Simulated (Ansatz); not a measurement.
Frontier orbitals of CH₂AlClO₂.

```xyz
7

O     0.6795   -0.6968   -0.7500
C     1.2084   -0.1068    0.2339
O     0.4704    0.6373    0.9393
Al   -0.9388    0.1856   -0.2628
Cl   -2.3202   -1.1270    0.6029
H     2.2701   -0.2323    0.4645
H    -1.3695    1.3400   -1.2279
```

Total charge 0; spin multiplicity 1. The bonds changed during the relaxation, so this is another structure than the one it started from. Geometry: relaxed with PBE0-D4/def2-TZVP. It is one conformer, not always the lowest. Basis def2-TZVPP, Ansatz.

| functional | HOMO (eV) | LUMO (eV) | gap (eV) |
| --- | --- | --- | --- |
| PBE | -7.53 | -2.50 | 5.03 |
| BLYP | -7.38 | -2.40 | 4.98 |
| PBE0 | -8.89 | -1.39 | 7.50 |
| r2SCAN0 | -9.12 | -1.24 | 7.88 |
| ωB97M-V | -11.13 | 0.92 | 12.05 |

A quarter of exact exchange (PBE0) shifts PBE's HOMO by −1.37 eV and its LUMO by +1.11 eV; full exchange at long range (ωB97M-V) shifts them by −3.60 and +3.42 eV. The gap opens from 5.03 to 12.05 eV, since occupied levels lose self-interaction and empty ones feel all the electrons. A positive LUMO is unbound and depends on the basis.
